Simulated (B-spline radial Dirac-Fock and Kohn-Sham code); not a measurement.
**Sc: eigenvalues, ΔSCF and the reference**

System: the free scandium atom, [Ar] 4s2 4p1 (an excited configuration).

The density-functional columns are spherical, spin-unpolarised Dirac-Kohn-Sham results without Breit or QED terms: −ε is minus the orbital energy of the initial state and ΔSCF the difference of two total energies. The reference in the last column comes from Dirac-Fock ΔSCF + Breit + QED. All numbers are from a radial atomic solver, in eV; a selection of levels is shown.

```
level  LDA −ε  LDA ΔSCF  Dirac-Fock
    K  4390.8    4514.0      4507.8
   L1   480.1     502.4       519.6
   L2   398.2     423.8       423.9
   L3   393.5     419.0       419.4
   M1   60.84     68.38       73.86
   M2   39.79     46.94       46.05
   M3   39.25     46.36       45.53
   N1    5.95      8.93        7.57
 N2,3    2.57      4.98        4.60
```

Values without a named source are computed, but for edge energies of neutral atoms, which are taken from tables.
